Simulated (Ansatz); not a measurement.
Relaxation of CH$_{5}$AlBClO (10 atoms, charge 0, multiplicity 1), to a largest force component of 0.02 eV/Å in at most 50 steps.

All numbers below come from RKS B3LYP/STO-3G (Ansatz 0.2.0).

```xyz
10
Properties=species:S:1:pos:R:3:forces:R:3
B -0.074 1.083 1.694 -2.94 1.63 0.37
C -0.373 0.252 0.378 -0.69 2.56 4.83
O 0.827 -0.259 -0.079 1.88 -0.39 -5.52
Al 0.667 -1.272 -1.594 -0.05 -3.36 -2.05
Cl 0.651 -0.333 -3.599 -0.03 0.87 0.11
H 0.967 1.272 2.122 1.13 -0.33 0.38
H -1.007 1.658 2.221 0.91 -0.53 -0.50
H -0.787 0.936 -0.396 -0.46 -0.31 0.01
H -1.068 -0.547 0.693 -0.60 -0.52 -0.66
H 1.730 -0.568 0.182 0.84 0.37 3.03
```

Where does it end, and by what steps?

The forces met the threshold. Limits of this set-up: minimal basis. After 25 steps the energy has fallen by 2.885 eV; Cl5 moved furthest, 1.38 Å.

| step | energy less start (eV) | largest force component (eV/Å) | accepted |
| --- | --- | --- | --- |
| 0 | 0.0000 | 5.517 | yes |
| 1 | -1.5751 | 3.077 | yes |
| 2 | -2.3485 | 1.920 | yes |
| 3 | -2.5020 | 1.722 | yes |
| 4 | -2.5999 | 0.693 | yes |
| 5 | -2.6231 | 0.088 | yes |
| 6 | -2.6313 | 0.162 | yes |
| 7 | -2.6575 | 0.146 | yes |
| 8 | -2.6857 | 0.365 | yes |
| 9 | -2.7197 | 0.429 | yes |
| 10 | -2.7515 | 0.508 | yes |
| 11 | -2.7728 | 0.436 | yes |
| 12 | -2.8059 | 0.354 | yes |
| 13 | -2.8428 | 0.504 | yes |
| 14 | -2.8625 | 0.376 | yes |
| 15 | -2.8694 | 0.266 | yes |
| 16 | -2.8751 | 0.171 | yes |
| 17 | -2.8782 | 0.066 | yes |
| 18 | -2.8799 | 0.203 | yes |
| 19 | -2.8818 | 0.214 | yes |
| 20 | -2.8831 | 0.081 | yes |
| 21 | -2.8831 | 0.122 | yes |
| 22 | -2.8700 | 0.454 | no |
| 23 | -2.8847 | 0.033 | yes |
| 24 | -2.8847 | 0.031 | yes |
| 25 | -2.8848 | 0.011 | yes |

```xyz
10
Properties=species:S:1:pos:R:3
B -0.012 1.216 1.399
C -0.371 0.085 0.395
O 0.740 -0.821 -0.048
Al 1.566 -0.993 -1.899
Cl -0.088 0.347 -2.646
H 1.108 1.470 1.653
H -0.878 1.827 1.902
H -0.677 0.541 -0.599
H -1.230 -0.540 0.723
H 1.376 -0.909 0.742
```

Time of the run: 56 s on 1 CPU thread of a shared host.
